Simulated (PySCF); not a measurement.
Run record: geometry optimisation, `BOBS[SiH3]`.

Method: PBE0-D3(BJ)/def2-SVP geometry optimisation, gas phase (PySCF 2.14.0). Start geometry: GFN2-xTB. The command runs a driver script over a list of jobs; the input below is this job's line of settings and its coordinates in Å.

Command:
```bash
OMP_NUM_THREADS=1 python probes_run.py task.json out
```

Input:
```
{"job": {"xc": "PBE0", "basis": "def2-SVP", "d3": "d3bj", "grid": 1, "shake": 0.01, "kind": "geom"}, "charge": 0, "multiplicity": 1}
B      1.825390     0.707240     0.243800
O      1.190140    -0.227940    -0.401900
B      0.541700    -1.173470    -1.035920
S     -1.193050    -1.384510    -0.868980
Si    -1.807030     0.182820     0.469730
H      2.223690     0.530690     1.318820
H      1.940560     1.782760    -0.278650
H      1.143680    -1.920900    -1.730900
H     -1.118780     0.014750     1.774520
H     -3.241660    -0.012370     0.596200
H     -1.466530     1.475100    -0.102380
```

Output:
```
step   0  E = -815.59847042  max force = 0.029344
step   1  E = -815.60499420  max force = 0.007031
step   2  E = -815.60497343  max force = 0.005104
step   3  E = -815.60515656  max force = 0.002658
step   4  E = -815.60518903  max force = 0.000559
step   5  E = -815.60519154  max force = 0.000377
optimisation converged
```

Energies in Eh; «max force» is the largest Cartesian gradient component in Eh/bohr.

Q: How much energy does the optimisation release, in kJ/mol?

A: E(step 0) − E(last step) = 0.006721 Eh, which is 17.6 kJ/mol.

Q: Give the first gradient maximum in eV/Å.

A: With 1 Eh/bohr = 51.422 eV/Å, 1.509 eV/Å.

Summary of the converged run: final energy -815.60519 Eh after 5 steps; dipole 0.99 D.

Q: How long does this job take on an Arm Neoverse V2 with one thread, shared host? And the peak memory of the process?

A: About 22 s, with 0.45 GiB resident at the peak, the Python interpreter and its libraries included.
Labels such as C1 count atoms from 1, the log's own numbers from 0.
